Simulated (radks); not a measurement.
Results of a calculation; reference values are marked as such.
Q: The praseodymium ion Pr+, 58 electrons, occupied as [Kr] 4d10 4f3 5s2 5p5.5 6s1 5f0.5 (fractional occupations, a model configuration). Code: a radial shooting solver on a logarithmic mesh with Libxc functionals. Model: scalar-relativistic Kohn-Sham, PBE, spin-unpolarised, spherical densities, point nucleus. Some entries of the table are withheld. Estimate them.

orbital,occ.,eigenvalue (Ry),<1/r> (bohr^-1)
1s,2,-3074.283,64.70
2s,2,(1),14.93
2p,6,-443.1383,14.11
3s,2,-107.3962,5.432
3p,6,-90.91271,5.138
3d,10,-67.78255,4.875
4s,2,-21.92702,2.266
4p,6,-16.54431,2.088
4d,10,-8.84880,1.820
5s,2,-3.58568,0.8813
5p,5.5,-2.27740,0.7494
4f,3,(2),1.207
6s,1,-0.72784,0.3292
5f,0.5,-0.15274,0.1267

A: 
(1) 2s eigenvalue (Ry): -495.1890
(2) 4f eigenvalue (Ry): -0.80741
